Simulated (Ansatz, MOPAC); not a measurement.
Species: SiH2S2Cl, net charge 0, doublet state. SMILES: S[Si](S)Cl

Atoms: S1, Si2, S3, Cl4, H5, H6. Bonds: S1-Si2, S1-H5, Si2-S3, Si2-Cl4, S3-H6.

Bond lengths (Å) and angles (degrees) optimised at PM7 with MOPAC; MNDO with MOPAC; HF/STO-3G with Ansatz (a first-principles code), each started from the B3LYP-D3(BJ)/def2-TZVP structure (Ansatz) of the last column. A row stands for all coordinates that are equal there. No wavenumbers were computed at MNDO, HF/STO-3G, so these may be saddle points.

| coordinate | PM7 | MNDO | HF/STO-3G | B3LYP-D3(BJ)/def2-TZVP |
|---|---|---|---|---|
| S1-Si2 | 2.036 | 2.023 | 2.111 | 2.146 |
| S1-H5 | 1.358 | 1.297 | 1.329 | 1.344 |
| Si2-Cl4 | 1.984 | 2.069 | 2.122 | 2.088 |
| S3-H6 | 1.358 | 1.297 | 1.329 | 1.345 |
| S1-Si2-S3 | 118.2 | 114.5 | 107.2 | 103.0 |
| S1-Si2-Cl4 | 120.9 | 114.7 | 108.7 | 110.2 |
| S3-Si2-Cl4 | 120.9 | 114.7 | 108.7 | 113.5 |
| Si2-S1-H5 | 103.0 | 104.9 | 95.6 | 93.5 |
| Si2-S3-H6 | 103.0 | 104.9 | 95.6 | 94.1 |

Mean signed difference of all 5 bond lengths from B3LYP-D3(BJ)/def2-TZVP: PM7 -0.059 Å, MNDO -0.072 Å, HF/STO-3G -0.013 Å.
